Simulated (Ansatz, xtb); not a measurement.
**C3H8Ge2: which of two isomers lies lower**

Structure I: `C=[C]1[CH2][GeH2][GeH2]1`, a singlet. Structure II: `CC#[C][GeH2][GeH3]`, a singlet. Both are isolated molecules in the gas phase, relaxed with PBE-D3(BJ)/def2-SVP.

Quicker runs give these differences E(II) − E(I): GFN2-xTB −0.4 kcal/mol; HF/STO-3G −2.1 kcal/mol (at GFN2-xTB geometries); r2SCAN-D4/def2-SVP +9.7 kcal/mol (at GFN2-xTB geometries).

Which of the two would you expect CCSD(T)/def2-SVP + ΔMP2/def2-TZVPP electronic energies to favour?

Structure I; the calculation gives E(II) − E(I) = +6.2 kcal/mol.

How the difference moves with the method:

```tsv
level	geometry	E(II) − E(I) (kcal/mol)	departure from the last row (kcal/mol)	job, with rough time for the two
GFN2-xTB	GFN2-xTB	−0.4	−6.7	optimisation, 0.17 s
HF/STO-3G	GFN2-xTB	−2.1	−8.3	single point, 0.52 s
r2SCAN-D4/def2-SVP	GFN2-xTB	+9.7	+3.5	single point, 3.8 s
PBE-D3(BJ)/def2-SVP	PBE-D3(BJ)/def2-SVP	+10.8	+4.6	optimisation, 22 s
HF/def2-SVP	PBE-D3(BJ)/def2-SVP	−1.0	−7.3	part of the CCSD(T) run
MP2/def2-SVP	PBE-D3(BJ)/def2-SVP	+3.2	−3.1	part of the CCSD(T) run
CCSD(T)/def2-SVP	PBE-D3(BJ)/def2-SVP	+4.5	−1.7	single point
CCSD(T)/def2-SVP + ΔMP2/def2-TZVPP	PBE-D3(BJ)/def2-SVP	+6.2		single point, 79 s
```

As drawn, II has 1 C≡C, 1 Ge–H in place of 1 C=C, 1 C–Ge, 1 C–H. Structure I has a 4-membered ring, II no ring.

HF/STO-3G, HF/def2-SVP put the two in the other order. GFN2-xTB finds them nearly level. The largest departure from CCSD(T)/def2-SVP + ΔMP2/def2-TZVPP is that of HF/STO-3G, 8.3 kcal/mol. A small imaginary or near-zero mode remains, so no thermal terms are given. The last row adds to CCSD(T) the change of the MP2 difference between the two basis sets, here +1.7 kcal/mol.

The correlated steps freeze 21 core orbitals; the filled d shell of Ge is correlated, in a basis made for valence electrons. Codes used: Ansatz 0.2.0, xtb 6.7.1; the last row on 4 threads of Arm Neoverse V2 on a shared host.
